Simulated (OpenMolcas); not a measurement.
**Mo3+ in tetrahedral coordination: ligands and hosts compared**

| Item | Value |
| --- | --- |
| Program | OpenMolcas 26.06 |
| Method | CASSCF |
| Active space | 3 electrons in 5 orbitals (4d) |
| Spin-orbit coupling | state interaction with AMFI integrals over the reference wave functions |

Distances were set from a Shannon-type radius of the metal (high-spin where two are listed) plus a fixed donor radius (F 1.31, Cl 1.76, H2O 1.36, Br 1.91 Å). Anionic complexes are neutralised by point charges, and hosts are embedded clusters. Ligand basis ANO-RCC-VDZP. States (labels of the rotation group of each site). Energies in cm-1 above the lowest state or level, χT in cm3 K/mol; under a threefold ground state the first gap can be a small split of the lowest multiplet, not the spin-orbit step.

| Ligand or host | R (Å) | Metal basis | Outer charge (e at Å behind ligand) | Ground state | First state of that spin | First gap with spin-orbit (degeneracies) | χT at 300 K | First state of another spin |
| --- | --- | --- | --- | --- | --- | --- | --- | --- |
| F | 1.87 | ANO-RCC-VDZP | 0.25 at 3.2 | 4T1 | 4T2 11563 | 420.8 (4, 2) | 0.919 | 2E 1440 |
| Cl | 2.32 | ANO-RCC-VDZP | 0.25 at 3.2 | 4T1 | 4T2 7907 | 205.1 (4, 2) | 1.056 | 2E 4348 |
| H2O | 1.92 | ANO-RCC-VDZP |  | 2S+1 = 2 | 7952 | 3342 (2, 2) | 0.359 | 2S+1 = 4: 3587 |
| Br | 2.47 | ANO-RCC-VDZP | 0.25 at 2.6 | 4T1 | 4T2 6911 | 165.7 (4, 2) | 1.160 | 2E 5292 |

The rows also differ in their outer charges, so part of each step comes from that.

Without dynamic correlation the repulsion within the d shell is too large (B by tens of per cent), so at a given field states of lower spin stand too high. With metal d orbitals alone the field can be off either way by tens of per cent. Ligand-to-metal charge-transfer states are missing. With no ligand orbital active B as a rule stays too high, so bands that hang on it stand too high and its fall with covalency is understated. An orbital triplet at a regular site is open to Jahn-Teller coupling, which can distort the site and quench the lowest spin-orbit gaps and is left out (holds for F; Cl; Br). This shell can be high or low spin here, a state of another spin lies low, and with metal d orbitals alone active their balance is uncertain, so the ground spin may be wrong (holds for F; Cl; Br). The least metal-like active orbital is 79 % on the metal (Löwdin) and no ligand orbital is active, so the numbers are rough (holds for F). The least metal-like active orbital is 78 % on the metal (Löwdin) and no ligand orbital is active, so the numbers are rough (holds for Cl; Br). This shell can be high or low spin here, a state of another spin lies low, and with metal d orbitals alone active their balance is uncertain, so the ground spin may be wrong, although the usual error favours high spin (holds for H2O). The least metal-like active orbital is 77 % on the metal (Löwdin) and no ligand orbital is active, so the numbers are rough (holds for H2O). No measured value stands beside these numbers; the geometry was imposed, not optimised, and the real ion may take another.

A state without a sure symmetry label is named by its multiplicity alone.
